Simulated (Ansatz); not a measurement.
Cost and result for the atomization energy of CH$_{6}$BFSi, SMILES `B[SiH2]CF` (10 atoms, 9 bonds).

Cartesian coordinates in Å:
```
B 0.5539 -0.0317 -1.7822
Si 0.4301 -0.5423 0.1590
C -0.7996 0.5365 1.1210
F -0.8668 0.1600 2.4582
H 1.3026 -0.6281 -2.4989
H -0.0900 0.8477 -2.2754
H 1.7780 -0.4216 0.7857
H 0.0065 -1.9692 0.2580
H -0.5089 1.5922 1.0799
H -1.8058 0.4564 0.6947
```

The species carries charge 0 and has multiplicity 1. The geometry is a stationary point of PBE0-D4/def2-TZVP. It is one conformer, not always the lowest. Program: Ansatz. All runs use 2 threads of an Arm Neoverse V2 on a shared host. Times are those of one run each, without the atoms' runs, and a repeat can differ threefold. Electronic energies, without spin–orbit coupling; frozen cores. CCSD(T)/CBS adds CCSD(T) − MP2 in def2-TZVPP to the MP2 limit, and its time is that of the two runs behind it. T1 = 0.012.

CCSD(T)/CBS is a level of theory with its own doubt, some kJ/mol a heavy atom from the limit and from the frozen cores, so smaller differences don't rank the functionals.

```csv
level,functions,wall time,atomization (kJ/mol),difference from CCSD(T)/CBS,per bond
revPBE-D4/def2-TZVPP,219,2.4 s,3276.2,-29.7,-3.3
BLYP-D4/def2-TZVPP,219,2.4 s,3301.4,-4.5,-0.5
BHLYP-D4/def2-TZVPP,219,3 s,3253.2,-52.7,-5.9
PBE0-D4/def2-TZVPP,219,3.1 s,3307.1,1.2,0.1
CAM-B3LYP-D4/def2-TZVPP,219,3.4 s,3337.7,31.8,3.5
CCSD(T)/def2-SVP,90,3.4 s,3130.6,-175.3,-19.5
r2SCAN-D4/def2-TZVPP (with forces),219,5.5 s,3324.1,18.2,2.0
r2SCANh-D4/def2-TZVPP,219,5.5 s,3307.8,1.9,0.2
B97M-V/def2-TZVPP,219,12 s,3326.7,20.8,2.3
ωB97M-V/def2-TZVPP (with forces),219,12 s,3322.4,16.5,1.8
MP2/def2-QZVPP,421,21 s,3298.1,-7.8,-0.9
CCSD(T)/def2-TZVPP,219,93 s,3229.1,-76.8,-8.5
CCSD(T)/CBS(def2),–,110 s,3305.9,0.0,0.0
```

The D4 term adds +25.1 kJ/mol with B3LYP and +13.1 kJ/mol with PBE0; it sums over pairs of atoms, weighted by their polarisabilities, and B3LYP, whose exchange is more repulsive, gets the larger term. From BLYP to BHLYP (50 % exact exchange), in def2-TZVPP and without D4, the atomization energy moves by −32.8 kJ/mol: exact exchange takes away binding that semilocal exchange gives to molecules. At CCSD(T), def2-SVP lies −175.4 kJ/mol from the extrapolated value and def2-TZVPP −76.8 kJ/mol: correlation converges slowly with the basis, and small sets miss more of it in the bonded molecule than in its fragments.

B3LYP here is the variant with VWN-RPA as its local correlation; programs differ in this.
